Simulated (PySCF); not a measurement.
Si(H)2(OAc)(OH) (C₂H₆O₃Si), SMILES CC(=O)O[SiH2]O.

The structure is a stationary point at PBE-D3(BJ)/def2-SVP. One conformer was computed; it need not be the lowest.

The numbers are results of PBE-D3(BJ)/def2-SVP in PySCF, not measurements.

Frequencies are harmonic and unscaled.

Computed vibrational spectrum:
| mode | ν (cm⁻¹) | IR (km/mol) | moving atoms (share of kinetic energy) |
|---|---|---|---|
| 1 | 85 | 1.5 | H 91 % |
| 2 | 99 | 1.2 | O 74 %, H 13 %, C 11 % |
| 3 | 107 | 7.5 | O 65 %, C 12 %, Si 12 %, H 11 % |
| 4 | 129 | 5.8 | H 37 %, O 33 %, Si 21 %, C 9 % |
| 5 | 219 | 38.3 | H 42 %, O 34 %, Si 17 % |
| 6 | 293 | 83.2 | H 51 %, O 37 % |
| 7 | 375 | 22.6 | H 27 %, C 26 %, O 24 %, Si 23 % |
| 8 | 564 | 1.6 | H 45 %, C 44 %, O 10 % |
| 9 | 587 | 3.9 | O 37 %, C 36 %, H 17 %, Si 10 % |
| 10 | 634 | 77.5 | H 74 %, Si 12 %, O 10 % |
| 11 | 728 | 28.3 | H 92 % |
| 12 | 758 | 79.9 | O 70 %, Si 16 %, H 9 % |
| 13 | 825 | 149.8 | H 47 %, O 41 %, Si 12 % |
| 14 | 871 | 328.1 | H 82 %, Si 8 % |
| 15 | 889 | 38.4 | H 74 %, O 17 %, Si 9 % |
| 16 | 898 | 19.3 | O 40 %, H 35 %, C 14 %, Si 11 % |
| 17 | 954 | 165.5 | H 39 %, O 34 %, Si 17 %, C 11 % |
| 18 | 976 | 44.5 | H 58 %, C 25 %, O 17 % |
| 19 | 1010 | 7.9 | C 49 %, H 49 % |
| 20 | 1257 | 202.3 | C 48 %, H 39 %, O 13 % |
| 21 | 1337 | 182.1 | C 50 %, H 46 % |
| 22 | 1386 | 14.3 | H 95 % |
| 23 | 1394 | 10.3 | H 96 % |
| 24 | 1753 | 202.7 | C 64 %, O 35 % |
| 25 | 2192 | 95.3 | H 97 % |
| 26 | 2252 | 88.8 | H 96 % |
| 27 | 2993 | 0.6 | H 97 % |
| 28 | 3077 | 1.0 | H 91 %, C 9 % |
| 29 | 3127 | 2.2 | H 90 %, C 10 % |
| 30 | 3771 | 83.3 | H 94 % |
